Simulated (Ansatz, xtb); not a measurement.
C2H3Au: where a starting geometry ends

The starting geometry of this gas-phase singlet was built from a drawn formula by distance geometry and a force field; its bonds are those of `[CH][CH2][Au]`.

```yaml
atoms:
  - { symbol: C, position_ang: [-0.6367, -0.2638, 0.8175] }
  - { symbol: C, position_ang: [-0.6888, -1.7838, 0.8535] }
  - { symbol: Au, position_ang: [1.3661, -2.4270, 0.8909] }
  - { symbol: H, position_ang: [-0.0870, 0.1090, 1.7060] }
  - { symbol: H, position_ang: [-1.2724, -2.0829, 1.7504] }
  - { symbol: H, position_ang: [-1.2095, -2.1413, -0.0606] }
```

Question: Predict what becomes of its bonds when it is optimised with r2SCAN-D4/def2-SVP.

Answer: It rearranges to `C=[CH][Au]`. Distances that change by over a tenth: C1–C2 (1.52 → 1.33 Å). Contacts that open: C2–Au3 (2.15 → 2.93 Å). Contacts that close: C1–Au3 (2.95 → 1.96 Å).

The energy falls by 3.33 eV over 15 steps:

```tsv
step	E − E(last) (eV)
1	3.326
3	2.967
4	2.818
6	2.375
7	1.972
9	0.695
10	0.320
12	0.012
13	0.000
15	0.000
```

Final geometry (Å):

```xyz
6

C    -0.0007   -1.0588    1.1539
C    -1.1023   -1.7836    0.9470
Au    1.7144   -1.3668    0.2506
H     0.0325   -0.2177    1.8589
H    -2.0202   -1.5390    1.4982
H    -1.1520   -2.6240    0.2491
```

From the same start GFN2-xTB reaches the same bonding as this run.

No frequencies were run, so the end isn't proven a minimum. Atoms past krypton carry core potentials, without spin–orbit terms. Run with Ansatz 0.2.0, 41 s on 1 thread of Arm Neoverse V1, with other jobs on the host.
